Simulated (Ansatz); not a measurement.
A nudged elastic band was laid between two geometries of Cl2FHSi + ClH (7 atoms, charge 0, multiplicity 1).

All numbers below come from RKS B3LYP-D4/def2-SVP (Ansatz 0.2.0).

| Quantity | Value |
| --- | --- |
| movable images | 2 |
| climbing image | no |
| spring | 5.0 eV/Å² |
| optimiser | quadratic models (default) |
| start path | through a guess of the saddle point |
| force threshold | 0.03 eV/Å |
| iteration limit | 60 |
| end points | relaxed |

First end point:

```xyz
7
Properties=species:S:1:pos:R:3
Si -0.981 -0.153 0.310
F 0.316 -1.128 0.407
Cl -1.304 0.264 -1.663
Cl -0.569 1.546 1.365
H -2.127 -0.871 0.892
H 2.060 -0.339 -0.368
Cl 2.606 0.682 -0.942
```

Last end point:

```xyz
7
Properties=species:S:1:pos:R:3
Si -0.684 0.328 -0.330
F 1.375 -1.295 1.335
Cl -2.034 1.067 -1.692
Cl -0.631 1.563 1.302
H -1.050 -1.049 0.031
H 1.835 -0.952 0.602
Cl 1.188 0.339 -1.247
```

(1) What changes between the two ends?

(2) What energy profile does the band end with?

(3) What is the geometry of the highest image?

The band took 11 iterations and of the order of 110 core-seconds.

Results:

(1) Bonds broken: Si1–F2, H6–Cl7. Bonds formed: Si1–Cl7, F2–H6. Cl2FHSi + ClH becomes Cl3HSi + FH.

(2) The forces met the threshold. The highest image is number 2 of 0 to 3, 1.03 eV above the first end and 0.54 eV above the last; the last end lies 0.48 eV above the first. No image climbed, so the highest image needn't sit at the top of the path. A band with more images between the same ends climbed to 1.65 eV, so this one has probably stepped over the top. So few images can step over the top or miss a turn of the path. The orbitals stay closed-shell, which can raise the energy where a bond breaks towards radicals; this wasn't checked here.

```
image  path coordinate (Å)  energy (eV)  Si1–F2 (Å)  H6–Cl7 (Å)  Si1–Cl7 (Å)
    0                 0.00         0.00        1.63        1.29         3.89
    1                 1.17         0.95        1.71        1.34         2.82
    2                 2.34         1.03        2.49        1.95         2.18
    3                 3.51         0.48        3.11        2.35         2.08
```

(3) 
```xyz
7
Properties=species:S:1:pos:R:3
Si -0.571 0.257 -0.112
F 1.054 -1.371 0.833
Cl -1.644 0.628 -1.829
Cl -0.687 1.726 1.318
H -1.240 -0.937 0.449
H 1.677 -0.898 0.287
Cl 1.412 0.595 -0.945
```

Time of the run: 59 s on 2 threads of Arm Neoverse V1 (shared host), peak memory 0.21 GiB.
